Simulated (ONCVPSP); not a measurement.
## caesium (Cs), ONCV: configuration errors across variants

| Quantity | Value |
| --- | --- |
| Element | caesium (Cs) |
| Generator | ONCVPSP 4.0.1 |
| Type | optimised norm-conserving Vanderbilt (ONCV) |
| Functional | PBE |
| Relativity | scalar-relativistic |
| Frozen core | [Kr] 4d10 |
| Valence charge | 9 |
| Reference configuration | 5s2 5p6 6s1 |
| Partial waves | 5s+6s: rc 2.75 bohr, ncon 4, nbas 7, qcut 5 1/bohr, 2 projectors; 5p: rc 1.95 bohr, ncon 3, nbas 7, qcut 4.9 1/bohr, 2 projectors, debl 3.8 Ha; d scattering state at 0.23 Ha: rc 3.00 bohr, ncon 5, nbas 10, qcut 2.8 1/bohr, 2 projectors, debl 3.7 Ha |
| Local potential | polynomial inside 1.30 bohr (lpopt 3, dvloc0 0 Ha) |
| Core correction | Teter function, fcfact 4.75, rcfact 1.25 |

In the d channel the program set the typed energies aside and used 0.050, 3.750 Ha.

All-electron excitation energies from the reference (eV): (1) 5s2 5p6 6s0 3.863; (2) 5s2 5p6 6s0.5 1.471; (3) 5s2 5p6 6s0 6p1 1.371; (4) 5s1 5p6 6s1 31.683.

1 further variants failed, have other tests or another functional or relativity, and are left out.

A true bound ghost makes a file unfit for plane-wave use even where its test errors are small: the radial tests pick states by their node count and pass the ghost by.

Errors AE − PS in meV (a dash: test not solved or not reliable):

| change | (1) | (2) | (3) | (4) | bound ghosts | GHOST(+) flags above zero |
| --- | --- | --- | --- | --- | --- | --- |
| base | -0.3 | -0.1 | +0.4 | -98 | s | p |
| p: nbas 8 | -0.3 | -0.1 | +0.4 | -97 | s | p |
| core correction Teter function, fcfact 3, rcfact 1.55 | -0.8 | -0.2 | +0.1 | -105 | s | p |

Task: Give the same row for: s: ncon 3, nbas 6.

Result: -0.3, -0.1, +0.4, -85; bound ghosts: s; GHOST(+) flags above zero: p.
